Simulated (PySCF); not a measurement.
## Sb²⁺: ionisation energy

Sb²⁺ [Kr] 4d10 5s2 5p1 (2P) → Sb³⁺ [Kr] 4d10 5s2 (1S), as a difference of total energies. Computed with PySCF 2.14 in aug-cc-pVTZ-PP with ECP28MDF, with a scalar-relativistic core potential. Correlated levels: valence: 4s2 4p6 4d10 frozen. The calculations carry no spin-orbit coupling.

Question: Order these methods by the ionisation energy they give, lowest first.
A. PBEsol
B. wB97M-V
C. SCS-MP2 (valence)
D. HSE06

Answer: C (24.352 eV), B (24.677 eV), A (24.729 eV), D (24.751 eV).

The reference lies between the lowest fine-structure levels, while these numbers refer to the centres of the terms.

Errors of the correlated levels include the incompleteness of this basis and the frozen core.

For comparison: 25.323 eV (measured; NIST Atomic Spectra Database, ionization energies).
